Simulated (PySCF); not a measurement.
**Two-dimensional NMR puzzle**

Compound of formula C₇H₅FO₂. Correlations simulated from computed shifts and the bond graph:

HSQC (one-bond C–H):
```
  δH     δC
8.57  141.5
7.31  121.1
```

COSY cross peaks (H two or three bonds apart, from the bond graph; peaks can be absent where the dihedral angle is near 90°):
```
  δH    δH
8.57  7.31
```

HMBC (two and three bonds, from the bond graph):
```
  δH                                 δC
8.57  177.1, 171.7, 141.5, 130.3, 121.1
7.31         177.1, 141.5, 130.3, 121.1
```

Carbons without hydrogens: δ 177.1, 171.7, 130.3.

All values are calculated (PySCF 2.14.0 with density-fitted response routines): geometry from PBE0-D3(BJ)/def2-TZVP, B97-2/pcSseg-2 with gauge-including orbitals. Non-relativistic, single conformer, rapidly exchanging positions averaged, in vacuum.

Scale: ¹H and ¹³C against TMS (reference shieldings calculated alike).

Exchangeable hydrogens are left out of these lists.

Q: Which molecule is this?

A: SMILES O=C(O)c1ccc(F)cc1.

Numbering as in the mapped SMILES `[O:1]=[C:2]([OH:3])[c:4]1[cH:5][cH:6][c:7]([F:8])[cH:9][cH:10]1` (H(Xn): hydrogen on atom n).

δC 177.1 is C7, an aromatic carbon bearing fluorine. δC 171.7 is C2, a carboxylic acid carbon. δC 141.5 is C5/C10, an aromatic CH (δH 8.57). δC 130.3 is C4, a substituted aromatic carbon. δC 121.1 is C6/C9, an aromatic CH (δH 7.31). HMBC from δH 8.57 reaches the proton-free carbons C7, C2, C4. HMBC from δH 7.31 reaches the proton-free carbons C7, C4. COSY links 8.57–7.31.

The shifts were computed for this structure.

OH/NH shifts are gas-phase values; hydrogen bonding in solution moves them, usually downfield. Shifts are as computed. Against solution values, carbons near 30 ppm lie about +3 ppm off and those near 130 ppm about +7 ppm. Of 1309 compounds with measured shifts, 239 miss one by over three times the rms of a fit or turn the order of signals round; such compounds aren't used in these exercises. Hydrogen bonding in solution deshields acid and N–H amide carbonyl carbons by as much as 10 ppm beyond these values.
